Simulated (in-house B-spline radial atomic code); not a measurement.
Ni²⁺ is squeezed into an impenetrable sphere of radius R (the orbitals vanish at R). Method: non-relativistic r2SCAN, spin-polarised, spherical fractional occupations, point nucleus. Calculated with a B-spline radial code for spherical atoms.

Energies in eV above the free ion in [Ar] 3d8:

```json
{"R (bohr)": "7.12", "highest level (eV)": "-27.1", "[Ar] 3d8": "0.0001162", "[Ne] 3s2 3p5 3d9": "63.67"}
{"R (bohr)": "6.21", "highest level (eV)": "-27.1", "[Ar] 3d8": "0.00124", "[Ne] 3s2 3p5 3d9": "63.67"}
{"R (bohr)": "5.33", "highest level (eV)": "-27.1", "[Ar] 3d8": "0.01124", "[Ne] 3s2 3p5 3d9": "63.68"}
{"R (bohr)": "4.03", "highest level (eV)": "-26.7", "[Ar] 3d8": "0.2665", "[Ne] 3s2 3p5 3d9": "63.94"}
{"R (bohr)": "3.36", "highest level (eV)": "-25.7", "[Ar] 3d8": "1.327", "[Ne] 3s2 3p5 3d9": "65.05"}
{"R (bohr)": "3.2", "highest level (eV)": "-25.2", "[Ar] 3d8": "1.95", "[Ne] 3s2 3p5 3d9": "65.71"}
{"R (bohr)": "2.6", "highest level (eV)": "-21.2", "[Ar] 3d8": "8.588", "[Ne] 3s2 3p5 3d9": "72.79"}
{"R (bohr)": "2.14", "highest level (eV)": "-12.9", "[Ar] 3d8": "29.59", "[Ne] 3s2 3p5 3d9": "95.09"}
{"R (bohr)": "1.99", "highest level (eV)": "-7.85", "[Ar] 3d8": "45.84", "[Ne] 3s2 3p5 3d9": "112.2"}
{"R (bohr)": "1.39", "highest level (eV)": "47.8", "[Ar] 3d8": "334.8", "[Ne] 3s2 3p5 3d9": "407.6"}
```

Does [Ne] 3s2 3p5 3d9 fall below [Ar] 3d8 under compression?

No, it stays above over the whole range.

The highest level is first positive in the row R = 1.39 bohr, pushed up by confinement above the zero of the free ion's potential. Each configuration is held fixed and needn't be the lowest in the sphere.
